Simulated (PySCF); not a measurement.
# Basis-set dependence of population analyses: `CS[SiH2]CF`

C₂H₇FSSi.
SMILES with atom numbers: `[CH3:1][S:2][SiH2:3][CH2:4][F:5]` (hydrogens: H6, H7, H8 on C1; H9, H10 on Si3; H11, H12 on C4)

PBE0 throughout (PySCF), one geometry, spherical d and f functions. Isolated species at its PBE0-D3(BJ)/def2-SVP geometry (one conformer only). Atoms taken as equivalent share a column and are averaged. The first 7 of 8 kinds of atom are listed.

Mulliken charges (e):

```json
{"basis": "STO-3G", "functions": "40", "C1": "-0.317", "S2": "-0.033", "Si3": "+0.499", "C4": "-0.200", "F5": "-0.115", "H6/H7/H8": "+0.084", "H9/H10": "-0.114"}
{"basis": "6-31G", "functions": "67", "C1": "-0.751", "S2": "-0.107", "Si3": "+0.593", "C4": "-0.276", "F5": "-0.335", "H6/H7/H8": "+0.218", "H9/H10": "-0.086"}
{"basis": "pcSseg-0", "functions": "67", "C1": "-0.907", "S2": "-0.244", "Si3": "+0.702", "C4": "-0.520", "F5": "-0.375", "H6/H7/H8": "+0.287", "H9/H10": "-0.019"}
{"basis": "6-31G*", "functions": "92", "C1": "-0.693", "S2": "-0.144", "Si3": "+0.427", "C4": "-0.179", "F5": "-0.333", "H6/H7/H8": "+0.221", "H9/H10": "-0.055"}
{"basis": "cc-pVDZ", "functions": "113", "C1": "-0.197", "S2": "-0.206", "Si3": "+0.282", "C4": "+0.047", "F5": "-0.245", "H6/H7/H8": "+0.090", "H9/H10": "-0.036"}
{"basis": "def2-SVP", "functions": "113", "C1": "-0.183", "S2": "-0.288", "Si3": "+0.424", "C4": "+0.017", "F5": "-0.283", "H6/H7/H8": "+0.097", "H9/H10": "-0.058"}
{"basis": "aug-cc-pVDZ", "functions": "186", "C1": "+0.220", "S2": "-0.123", "Si3": "+0.051", "C4": "+0.628", "F5": "-0.432", "H6/H7/H8": "-0.136", "H9/H10": "+0.281"}
{"basis": "6-311+G(2d,p)", "functions": "193", "C1": "-0.609", "S2": "-0.041", "Si3": "+0.469", "C4": "-0.359", "F5": "-0.240", "H6/H7/H8": "+0.180", "H9/H10": "-0.050"}
{"basis": "def2-TZVP", "functions": "209", "C1": "-0.356", "S2": "-0.211", "Si3": "+0.219", "C4": "-0.093", "F5": "-0.226", "H6/H7/H8": "+0.152", "H9/H10": "-0.015"}
{"basis": "cc-pVTZ", "functions": "256", "C1": "-0.282", "S2": "-0.198", "Si3": "+0.237", "C4": "+0.027", "F5": "-0.227", "H6/H7/H8": "+0.120", "H9/H10": "-0.027"}
{"basis": "IGLO-III", "functions": "263", "C1": "-0.544", "S2": "-0.270", "Si3": "+0.839", "C4": "-0.199", "F5": "-0.276", "H6/H7/H8": "+0.166", "H9/H10": "-0.164"}
```

IAO charges (e):

| basis | functions | C1 | S2 | Si3 | C4 | F5 | H6/H7/H8 | H9/H10 |
| --- | --- | --- | --- | --- | --- | --- | --- | --- |
| STO-3G | 40 | -0.489 | -0.053 | +0.616 | -0.336 | -0.140 | +0.132 | -0.116 |
| 6-31G | 67 | -0.510 | -0.173 | +0.539 | -0.244 | -0.290 | +0.170 | -0.077 |
| pcSseg-0 | 67 | -0.505 | -0.174 | +0.530 | -0.254 | -0.280 | +0.169 | -0.072 |
| 6-31G* | 92 | -0.493 | -0.183 | +0.662 | -0.228 | -0.302 | +0.161 | -0.117 |
| cc-pVDZ | 113 | -0.488 | -0.178 | +0.660 | -0.227 | -0.306 | +0.159 | -0.117 |
| def2-SVP | 113 | -0.479 | -0.176 | +0.673 | -0.225 | -0.307 | +0.156 | -0.122 |
| aug-cc-pVDZ | 186 | -0.495 | -0.184 | +0.667 | -0.229 | -0.324 | +0.163 | -0.116 |
| 6-311+G(2d,p) | 193 | -0.503 | -0.182 | +0.694 | -0.239 | -0.325 | +0.164 | -0.124 |
| def2-TZVP | 209 | -0.505 | -0.180 | +0.702 | -0.237 | -0.323 | +0.164 | -0.127 |
| cc-pVTZ | 256 | -0.504 | -0.182 | +0.690 | -0.236 | -0.320 | +0.164 | -0.123 |
| IGLO-III | 263 | -0.506 | -0.176 | +0.698 | -0.239 | -0.325 | +0.164 | -0.126 |

Some averages cover members that differ in this geometry, most widely: H6/H7/H8, Mulliken in aug-cc-pVDZ -0.164 to -0.121 e.

Which scheme is steadiest as the basis changes?

Largest range over the bases for any column: IAO 0.19 e, Mulliken 1.15 e. IAO charges move least and Mulliken charges most, counted in e. Without the minimal STO-3G basis the ranges are IAO 0.17, Mulliken 1.15 e.

How much do the charges still move between the two largest bases, cc-pVTZ and IGLO-III?

At most, over all atoms: Mulliken 0.602 e, IAO 0.008 e.

What do the same runs give for the total energy, the frontier levels and the dipole moment?

```tsv
basis	energy (Eh)	HOMO (eV)	LUMO (eV)	μ (D)
STO-3G	-857.3910	-3.37	5.86	0.87
6-31G	-867.3570	-6.98	0.15	1.84
pcSseg-0	-866.2620	-7.21	0.06	1.98
6-31G*	-867.4572	-6.94	0.25	1.63
cc-pVDZ	-867.5081	-6.93	0.31	1.69
def2-SVP	-867.1503	-6.97	0.33	1.80
aug-cc-pVDZ	-867.5301	-7.04	-0.37	1.84
6-311+G(2d,p)	-867.5846	-7.05	-0.33	1.91
def2-TZVP	-867.6037	-7.05	-0.06	1.87
cc-pVTZ	-867.6029	-7.04	0.02	1.78
IGLO-III	-867.6052	-6.99	-0.09	1.88
```

The dipole is fixed by the density alone, so its range of 1.11 D shows that the density itself changes with the basis, not only its division among atoms.
